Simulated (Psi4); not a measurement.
Psi4 was given this input:
```
memory 2 GB

molecule mol {
0 1
  Cl   -0.000000   -0.000000   -1.008426
  Cl    0.000000    0.000000    1.008426
}

set basis sto-3g
set reference rks
set scf_type pk
set puream true
set d_convergence 1e-8
set dft_radial_points 99
set dft_spherical_points 590

energy('b97m-v')
print_variables()
```

Question: What does this run give for the total energy, dipole moment, nuclear repulsion energy, number of basis functions?

Answer: 
The total energy is -910.2484 Eh and the dipole moment comes out as 0.00 D. The nuclear repulsion energy is 75.8272 Eh and the number of basis functions comes out as 18.
